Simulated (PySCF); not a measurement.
A PySCF script (with the pyscf-properties extension) for the NMR shieldings of `N([SiH2]N[SiH2]C)C(C)C`, C$_{4}$H$_{16}$N$_{2}$Si$_{2}$, on a GFN2-xTB geometry:

```python
import basis_set_exchange as bse
import numpy as np
from pyscf import gto, dft
from pyscf.prop import nmr

atoms = """
C     4.493065    0.292502    0.194150
Si    3.090665   -0.479268   -0.821827
N     1.608493   -0.077221   -0.040279
Si    0.028807   -0.550939   -0.564624
N    -1.007802    0.236433    0.556736
C    -2.449813    0.302806    0.454193
C    -3.022475   -1.049047    0.053356
C    -2.900181    1.381123   -0.535280
H     5.455747    0.072593   -0.255684
H     4.396410    1.373037    0.251979
H     4.514413   -0.093400    1.209424
H     3.280025   -1.935939   -0.913749
H     3.045994    0.085383   -2.173741
H     1.679124    0.163922    0.935126
H    -0.180500   -1.998378   -0.448677
H    -0.055384   -0.153199   -1.977288
H    -0.643084    1.095504    0.944881
H    -2.837379    0.561314    1.451844
H    -2.647924   -1.825258    0.713909
H    -4.108137   -1.026454    0.112526
H    -2.729193   -1.289786   -0.964467
H    -2.503086    2.352488   -0.249604
H    -2.534414    1.136723   -1.529349
H    -3.985107    1.444825   -0.562534
"""
names = dict.fromkeys(["C", "Si", "N", "H"], "pcSseg-1")
basis = {el: gto.basis.parse(bse.get_basis(n, elements=[el], fmt="nwchem")) for el, n in names.items()}
mol = gto.M(atom=atoms, basis=basis, charge=0, verbose=0)
mf = dft.RKS(mol, xc="PBE0")
mf.grids.level = 2
mf.grids.alignment = dft.numint.BLKSIZE   # the property module wants whole blocks of grid points
mf.conv_tol = 1e-9
mf.kernel()

calc = nmr.RKS(mf)   # GIAO
C = mf.mo_coeff
Co = C[:, mf.mo_occ > 0]
resp = mf.gen_response(singlet=True, hermi=2)
def vind(x):   # induced exchange potential for any number of trial vectors
    d = np.einsum("pi,xij,qj->xpq", C, 2 * x.reshape(-1, C.shape[1], Co.shape[1]), Co, optimize=True)
    return np.einsum("xpq,pi,qj->xij", resp(d - d.transpose(0, 2, 1)), C, Co, optimize=True).ravel()
mo1, _ = nmr.rhf.solve_mo1(calc, with_cphf=vind)
sigma = calc.kernel(mo1)
for i, s in enumerate(sigma):   # ppm
    print("%2d %-2s %9.2f" % (i, mol.atom_pure_symbol(i), np.trace(s) / 3))
```

Q: What are the results?

A: 
```
 0 C     190.72
 1 Si    385.67
 2 N     257.47
 3 Si    390.90
 4 N     213.55
 5 C     138.56
 6 C     160.78
 7 C     156.78
 8 H      31.66
 9 H      31.36
10 H      31.46
11 H      26.76
12 H      26.86
13 H      32.50
14 H      26.51
15 H      26.26
16 H      31.54
17 H      28.43
18 H      30.07
19 H      30.41
20 H      30.76
21 H      30.55
22 H      30.42
23 H      30.63
```

These numbers come from an equivalent density-fitted implementation of the same equations, which agrees with the script to about 0.01 ppm for H and up to a few tenths of a ppm for heavy atoms, so last digits may differ.

Size and cost of the density-fitted run: 230 basis functions, 110 s wall time on 1 thread of an Arm Neoverse N1, shared host; peak memory 1.1 GiB.
